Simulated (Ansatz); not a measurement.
Geometry optimisation, RKS PBE0/def2-SVP in Ansatz.

Input:

```yaml
crystal:
  periodic: [false, false, false]
  atoms:
    - { symbol: B, position_ang: [-0.031389, 0.133671, 0.038563] }
    - { symbol: F, position_ang: [-0.017314, 0.579216, 1.278905] }
    - { symbol: F, position_ang: [1.097626, -0.223938, -0.525173] }
    - { symbol: Cl, position_ang: [-1.49951, 0.230762, -0.905708] }
    - { symbol: P, position_ang: [-0.251934, -2.794694, 1.105976] }
    - { symbol: H, position_ang: [-0.735257, -2.497492, -0.200266] }
    - { symbol: H, position_ang: [1.111617, -2.568323, 0.762358] }
    - { symbol: H, position_ang: [-0.446539, -1.478801, 1.608546] }
basis:
  gaussian: { orbitals: def2-SVP }
hamiltonian:
  xc: pbe0
relax:
  f_tol: 0.03
  max_steps: 50
```

Command:

```bash
$ ansatz run input.yaml --threads 2 --pin off --max-ram 3072MiB --backend cpu --events-out ev --progress --plain --runs-dir out
```

Task: Where does it end, and by what steps?

Result: The run converged. After 20 steps the energy has fallen by 0.166 eV; H8 moved furthest, 0.67 Å.

| step | energy less start (eV) | largest force component (eV/Å) | accepted |
| --- | --- | --- | --- |
| 0 | 0.0000 | 0.470 | yes |
| 1 | -0.0487 | 0.998 | yes |
| 2 | -0.1314 | 0.563 | yes |
| 3 | -0.1225 | 0.804 | no |
| 4 | -0.1370 | 0.624 | yes |
| 5 | -0.1499 | 0.452 | yes |
| 6 | -0.1581 | 0.171 | yes |
| 7 | -0.1600 | 0.136 | yes |
| 8 | -0.1596 | 0.245 | no |
| 9 | -0.1622 | 0.100 | yes |
| 10 | -0.1600 | 0.282 | no |
| 11 | -0.1632 | 0.095 | yes |
| 12 | -0.1639 | 0.118 | yes |
| 13 | -0.1643 | 0.097 | yes |
| 14 | -0.1652 | 0.044 | yes |
| 15 | -0.1655 | 0.045 | yes |
| 16 | -0.1659 | 0.056 | yes |
| 17 | -0.1661 | 0.053 | yes |
| 18 | -0.1663 | 0.031 | yes |
| 19 | -0.1606 | 0.355 | no |
| 20 | -0.1663 | 0.017 | yes |

```xyz
8
Properties=species:S:1:pos:R:3
B 0.024 0.438 -0.095
F -0.188 0.792 1.150
F 1.245 0.155 -0.481
Cl -1.298 0.374 -1.231
P -0.164 -3.144 1.148
H -1.051 -2.628 0.155
H 0.994 -2.594 0.515
H -0.334 -2.012 2.003
```

The run took 49 s on 2 threads of Arm Neoverse V1, with other jobs on the host, peak memory 0.19 GiB.
